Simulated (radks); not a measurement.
The lanthanum anion La- inside a hard spherical wall (all orbitals vanish at R), configuration held at [Xe] 5d2 6s2 and not refilled when levels cross. All-electron calculation, scalar-relativistic Kohn-Sham, LDA (Slater exchange, Perdew-Wang correlation), spin-polarised, spherical densities, finite nucleus; open shells are filled with parallel spins first (spin-orbit coupling, left out, can overturn this in heavy ions); Fermi nuclear charge, rms radius 4.855 fm. Program: a radial shooting solver on a logarithmic mesh with Libxc functionals. Eigenvalues in eV for spin up, with the zero of energy where the potential of the charges vanishes at infinity; a dash marks a level that is unbound or too diffuse for the functional's potential to be trusted. A positive occupied level is held by the wall or, in an anion where self-interaction has pushed it up, behind a barrier. The pressure on the wall is -dE/dV.

| R (bohr) | E (hartree) | kinetic (hartree) | e(5s) | e(5p) | e(6s) | e(5d) | e(6p, empty) | e(7s, empty) | pressure (GPa) |
|---|---|---|---|---|---|---|---|---|---|
| 20 | -8486.5328 | 8973.730 | -33.597 | -17.159 | 0.153 | 1.388 | 1.672 | 1.974 | 0.000537 |
| 10 | -8486.5118 | 8973.828 | -32.416 | -15.996 | 1.014 | 2.391 | 3.142 | 6.609 | 0.289 |
| 7 | -8486.3897 | 8974.285 | -29.705 | -13.385 | 3.542 | 4.741 | 6.813 | 16.773 | 4.80 |
| 6 | -8486.2346 | 8974.809 | -27.724 | -11.515 | 6.033 | 6.629 | 10.309 | 25.721 | 15.0 |
| 3 | -8479.9941 | 8996.000 | -3.365 | 13.485 | 68.797 | 39.061 | 85.821 | 182.40 | 2470 |
| 2.5 | -8472.2416 | 9020.174 | 15.179 | 34.818 | 127.57 | 67.238 | 150.58 | 303.54 | 9000 |
| 1.5 | -8376.5605 | 9287.300 | 209.47 | 252.93 | 629.23 | 319.30 | 672.92 | 1205.7 | 291000 |
